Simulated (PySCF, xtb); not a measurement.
C4H4BF, SMILES FB1C=CC=C1.

Harmonic wavenumbers (cm⁻¹) from GFN2-xTB (xtb) at its own minimum, in rising order: 120, 330, 376, 526, 527, 697, 767, 797, 798, 899, 916, 977, 1028, 1086, 1106, 1239, 1287, 1370, 1584, 1617, 3088, 3096, 3123, 3124.

Question: What does PySCF with B3LYP-D3(BJ)/def2-SVP give at its own minimum? (The exact figures need the calculation; the answer reports its results.)

Answer: 154, 370, 400, 542, 609, 703, 750, 773, 801, 930, 1008, 1008, 1061, 1069, 1111, 1315, 1331, 1431, 1607, 1646, 3166, 3178, 3218, 3220. Paired by order, the mean absolute difference is 43 cm⁻¹ and the zero-point energies are 43.6 and 44.9 kcal/mol.
